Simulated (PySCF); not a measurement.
C8H10O, SMILES c1(C)ccccc1OC, GFN2-xTB optimised geometry.

```
19

C     -2.38    -1.80     0.00
O     -0.98    -1.72     0.00
C     -0.39    -0.49     0.00
C     -1.09     0.72     0.00
C     -0.39     1.92     0.00
C      0.99     1.93     0.00
C      1.68     0.72     0.00
C      1.01    -0.49     0.00
C      1.74    -1.79     0.00
H     -2.81    -1.33    -0.90
H     -2.62    -2.86    -0.01
H     -2.82    -1.34     0.89
H     -2.16     0.73     0.00
H     -0.95     2.84     0.00
H      1.53     2.86     0.00
H      2.76     0.73     0.00
H      1.47    -2.38     0.88
H      1.46    -2.38    -0.88
H      2.82    -1.64     0.00
```

Density from PBE/def2-SVP run with PySCF 2.14.0 at that geometry.

Minimum of the electron density along straight lines between bonded atoms, close to the bond critical point (lines longer than 1.1 times the sum of covalent radii, or with two minima, are not listed):

```csv
bond,length / Å,ρ at the minimum / e bohr⁻³,∇²ρ there / e bohr⁻⁵,position (fraction from the first atom)
C1–O2,1.405,0.258,-0.39,0.35
O2–C3,1.367,0.280,___,0.66
C3–C4,1.388,0.308,-0.75,0.51
C4–C5,1.386,0.306,-0.75,0.50
C5–C6,1.380,0.311,-0.77,0.50
C6–C7,1.387,0.308,-0.76,0.50
C3–C8,1.404,0.303,-0.74,0.51
C7–C8,1.382,0.309,-0.75,0.50
C8–C9,1.497,0.252,___,0.51
C1–H10,1.095,0.277,-1.03,0.64
C1–H11,1.089,0.281,-1.08,0.64
C1–H12,1.095,0.277,-1.03,0.64
C4–H13,1.079,0.280,-1.03,0.63
C5–H14,1.080,0.280,-1.04,0.63
C6–H15,1.079,0.280,-1.04,0.63
C7–H16,1.081,0.280,-1.04,0.63
C9–H17,1.089,0.273,-0.98,0.63
C9–H18,1.089,0.273,-0.98,0.63
C9–H19,1.087,0.275,-1.00,0.63
```

Question: What belongs in the gaps?

Answer: 
- O2–C3, ∇²ρ there / e bohr⁻⁵: -0.30
- C8–C9, ∇²ρ there / e bohr⁻⁵: -0.56
